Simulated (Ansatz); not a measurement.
Relaxation of Au5Cl4⁺ with RKS PBE0-D4/def2-SVP.

```sh
$ ansatz run in.yaml --threads 4 --pin off --events-out ev --progress --plain --max-ram 4787MiB
```

```yaml
crystal:
  periodic: [false, false, false]
  atoms:
    - {symbol: Au, position_ang: [0.629140, -0.103370, 0.126430]}
    - {symbol: Au, position_ang: [-2.282360, -0.697050, -0.195200]}
    - {symbol: Au, position_ang: [3.062840, 1.348260, 0.284370]}
    - {symbol: Au, position_ang: [-0.075720, -2.812920, -0.036850]}
    - {symbol: Au, position_ang: [-0.372820, 2.392360, 0.001440]}
    - {symbol: Cl, position_ang: [-2.371420, -2.995590, -0.213450]}
    - {symbol: Cl, position_ang: [1.753110, 3.275960, 0.136740]}
    - {symbol: Cl, position_ang: [-2.467450, 1.587410, -0.219460]}
    - {symbol: Cl, position_ang: [2.124680, -1.995070, 0.115980]}
basis:
  gaussian: {orbitals: def2-SVP}
total_charge: 1
hamiltonian: {xc: pbe0, dispersion: d4}
scf: {lower_state_search: "off"}
output: {orbitals: {seedname: orbitals}}
relax: {f_tol: 0.02, max_steps: 100}
```

Hardware: 4 threads of Arm Neoverse V1 on a shared host. Wall time 2.7 min, peak host memory 1 GiB.

Positions (Å) and forces (eV/Å) at steps 1, 2, 3, 4, 5, 6, 7, 8, 9, 10, 11, 13 of 13:

```xyz
9
step=1 energy=-68525.1729 eV
Au    0.629   -0.103    0.126   -0.054    0.284   -0.057
Au   -2.282   -0.697   -0.195   -0.016    0.124    0.008
Au    3.063    1.348    0.284   -0.037   -0.617    0.005
Au   -0.076   -2.813   -0.037    0.194   -0.166   -0.002
Au   -0.373    2.392    0.001    0.597   -0.058    0.017
Cl   -2.371   -2.996   -0.213   -0.437   -0.801   -0.023
Cl    1.753    3.276    0.137    0.062    0.740    0.029
Cl   -2.467    1.587   -0.219   -0.900    0.551   -0.052
Cl    2.125   -1.995    0.116    0.590   -0.058    0.074
9
step=2 energy=-68525.3304 eV
Au    0.655   -0.127    0.086   -0.535   -0.193   -0.080
Au   -2.329   -0.652   -0.192    0.133   -0.069    0.007
Au    2.943    1.262    0.284    0.207   -0.077    0.007
Au   -0.017   -2.852   -0.033   -0.081    0.101   -0.007
Au   -0.343    2.377   -0.010    0.077    0.053   -0.012
Cl   -2.355   -3.012   -0.204    0.056   -0.042    0.010
Cl    1.770    3.337    0.151    0.034    0.099    0.022
Cl   -2.537    1.680   -0.216   -0.066    0.043    0.015
Cl    2.212   -2.014    0.132    0.175    0.086    0.038
9
step=3 energy=-68525.3980 eV
Au    0.541   -0.139    0.050   -0.281    0.030   -0.032
Au   -2.300   -0.657   -0.189   -0.032    0.004   -0.005
Au    2.891    1.175    0.276   -0.010   -0.052   -0.014
Au    0.011   -2.838   -0.030   -0.059   -0.037    0.003
Au   -0.325    2.404   -0.015   -0.059    0.093   -0.005
Cl   -2.327   -3.029   -0.199    0.088    0.065    0.004
Cl    1.809    3.329    0.165    0.067   -0.127    0.014
Cl   -2.530    1.690   -0.207    0.048   -0.031    0.009
Cl    2.229   -1.935    0.148    0.238    0.056    0.027
9
step=4 energy=-68525.5042 eV
Au    0.378   -0.131    0.015   -0.117    0.156   -0.005
Au   -2.333   -0.638   -0.192   -0.140   -0.042   -0.017
Au    2.836    0.988    0.259   -0.283    0.007   -0.036
Au    0.100   -2.829   -0.011   -0.060    0.040   -0.002
Au   -0.342    2.463   -0.013    0.030   -0.061    0.000
Cl   -2.241   -3.024   -0.194    0.029    0.187    0.004
Cl    1.868    3.227    0.178    0.094   -0.274    0.013
Cl   -2.556    1.725   -0.206    0.016   -0.062    0.004
Cl    2.289   -1.782    0.164    0.432    0.049    0.040
9
step=5 energy=-68525.6282 eV
Au    0.240   -0.141   -0.008   -0.106    0.218   -0.010
Au   -2.403   -0.607   -0.202   -0.095   -0.062   -0.003
Au    2.727    0.829    0.238   -0.282    0.292   -0.020
Au    0.193   -2.799    0.003    0.023    0.015    0.006
Au   -0.341    2.475   -0.014    0.044    0.052    0.013
Cl   -2.159   -2.980   -0.187   -0.024    0.143   -0.005
Cl    1.917    3.128    0.191    0.113   -0.343    0.002
Cl   -2.579    1.762   -0.203   -0.067   -0.054   -0.013
Cl    2.405   -1.667    0.183    0.394   -0.260    0.030
9
step=6 energy=-68525.7324 eV
Au    0.107   -0.120   -0.039    0.171    0.340    0.003
Au   -2.470   -0.564   -0.204   -0.242   -0.063   -0.018
Au    2.609    0.702    0.228   -0.180    0.246   -0.008
Au    0.299   -2.754    0.018    0.274    0.179    0.025
Au   -0.377    2.526   -0.012    0.069   -0.097    0.006
Cl   -2.070   -2.908   -0.180   -0.001    0.022    0.004
Cl    1.946    2.995    0.194    0.004   -0.120   -0.003
Cl   -2.639    1.807   -0.208   -0.063   -0.007   -0.004
Cl    2.596   -1.686    0.203   -0.032   -0.500   -0.005
9
step=7 energy=-68525.8262 eV
Au    0.061   -0.058   -0.223    0.098    0.201   -0.086
Au   -2.515   -0.530   -0.183   -0.179   -0.057   -0.003
Au    2.567    0.596    0.252   -0.075    0.139    0.004
Au    0.390   -2.666    0.053    0.211    0.190    0.031
Au   -0.429    2.555    0.005    0.041   -0.097    0.001
Cl   -1.985   -2.854   -0.152    0.025    0.000    0.022
Cl    1.927    2.889    0.211   -0.024   -0.033    0.011
Cl   -2.705    1.845   -0.197   -0.023    0.019    0.014
Cl    2.688   -1.777    0.234   -0.074   -0.363    0.006
9
step=8 energy=-68525.8928 eV
Au    0.035   -0.002   -0.409    0.002   -0.058   -0.167
Au   -2.553   -0.522   -0.167    0.070    0.001    0.031
Au    2.536    0.536    0.272    0.001   -0.191    0.024
Au    0.455   -2.580    0.086   -0.115    0.110   -0.007
Au   -0.454    2.569    0.020    0.002   -0.064    0.034
Cl   -1.922   -2.824   -0.122    0.069    0.027    0.030
Cl    1.908    2.835    0.235   -0.021   -0.011    0.012
Cl   -2.732    1.864   -0.177   -0.042    0.029    0.011
Cl    2.728   -1.876    0.264    0.034    0.157    0.032
9
step=9 energy=-68525.9462 eV
Au    0.037    0.026   -0.607    0.016   -0.156   -0.199
Au   -2.548   -0.497   -0.141    0.168    0.021    0.037
Au    2.510    0.482    0.295   -0.033   -0.208    0.021
Au    0.486   -2.525    0.111   -0.170    0.121   -0.017
Au   -0.485    2.557    0.043    0.001   -0.108    0.050
Cl   -1.882   -2.788   -0.092    0.041    0.040    0.030
Cl    1.886    2.776    0.254   -0.047    0.044    0.020
Cl   -2.770    1.881   -0.158    0.002    0.030    0.023
Cl    2.766   -1.912    0.296    0.023    0.215    0.035
9
step=10 energy=-68526.0172 eV
Au    0.056    0.022   -0.801    0.032   -0.060   -0.209
Au   -2.507   -0.477   -0.113    0.131    0.062    0.032
Au    2.477    0.450    0.315   -0.108    0.074    0.010
Au    0.481   -2.481    0.131   -0.057    0.085    0.009
Au   -0.493    2.510    0.070    0.022   -0.116    0.038
Cl   -1.868   -2.764   -0.065   -0.025   -0.007    0.027
Cl    1.866    2.752    0.275   -0.025   -0.026    0.028
Cl   -2.782    1.887   -0.135    0.014   -0.004    0.033
Cl    2.770   -1.901    0.323    0.017   -0.008    0.033
9
step=11 energy=-68526.0803 eV
Au    0.077    0.019   -1.000    0.022   -0.043   -0.140
Au   -2.454   -0.463   -0.086    0.097    0.046    0.015
Au    2.425    0.444    0.333   -0.083    0.073   -0.002
Au    0.468   -2.432    0.152   -0.034    0.058   -0.001
Au   -0.486    2.452    0.094    0.017   -0.084    0.020
Cl   -1.866   -2.753   -0.037   -0.035   -0.019    0.022
Cl    1.854    2.743    0.301   -0.007   -0.008    0.028
Cl   -2.775    1.882   -0.106   -0.001    0.002    0.029
Cl    2.757   -1.892    0.350    0.025   -0.025    0.029
9
step=13 energy=-68526.1103 eV
Au    0.102    0.006   -1.197    0.001    0.001   -0.018
Au   -2.382   -0.453   -0.065   -0.014   -0.002    0.003
Au    2.359    0.452    0.341    0.013    0.003    0.006
Au    0.442   -2.379    0.166    0.002   -0.013    0.004
Au   -0.465    2.378    0.111   -0.003    0.013    0.004
Cl   -1.877   -2.753   -0.007   -0.002   -0.003    0.000
Cl    1.849    2.751    0.336    0.002    0.003    0.000
Cl   -2.758    1.871   -0.068   -0.002    0.001    0.001
Cl    2.731   -1.873    0.382    0.002   -0.002    0.001
```

In the def2 sets Au takes a core potential; there is no spin–orbit coupling. The relaxation made no stability test and no search for a lower SCF solution. No other spin state of charge 1 was run. The structure comes from a short search, and lower isomers may exist.
